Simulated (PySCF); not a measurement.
B(H)2(Me)(OH2), CH₇BO, singlet, PBE0/def2-SVP optimised geometry.

```
10

B      0.28     0.50     0.00
H     -0.21     1.61     0.00
H      1.51     0.50     0.00
C     -0.41    -0.59     0.93
H     -0.02    -1.61     0.81
H     -1.51    -0.63     0.82
H     -0.22    -0.32     1.99
O     -0.08     0.00    -1.60
H      0.33    -0.87    -1.73
H      0.38     0.60    -2.19
```

Density from PBE0/def2-TZVP run with PySCF at that geometry.

Minimum of the electron density along straight lines between bonded atoms, close to the bond critical point (lines longer than 1.1 times the sum of covalent radii, or with two minima, are not listed):

| bond | length / Å | ρ at the minimum / e bohr⁻³ | ∇²ρ there / e bohr⁻⁵ | position (fraction from the first atom) |
|---|---|---|---|---|
| B1–H2 | 1.222 | 0.171 | -0.28 | 0.43 |
| B1–H3 | 1.228 | 0.167 | (withheld) | 0.43 |
| B1–C4 | 1.594 | 0.176 | (withheld) | 0.33 |
| C4–H5 | 1.106 | 0.263 | -0.84 | 0.63 |
| C4–H6 | 1.103 | 0.266 | -0.87 | 0.64 |
| C4–H7 | 1.104 | 0.264 | -0.85 | 0.64 |
| O8–H9 | 0.967 | 0.355 | -2.48 | 0.81 |
| O8–H10 | 0.967 | 0.356 | -2.50 | 0.81 |

**Question.** Some entries are withheld; supply them.

**Answer.** 
- B1–H3, ∇²ρ there / e bohr⁻⁵: -0.26
- B1–C4, ∇²ρ there / e bohr⁻⁵: -0.23
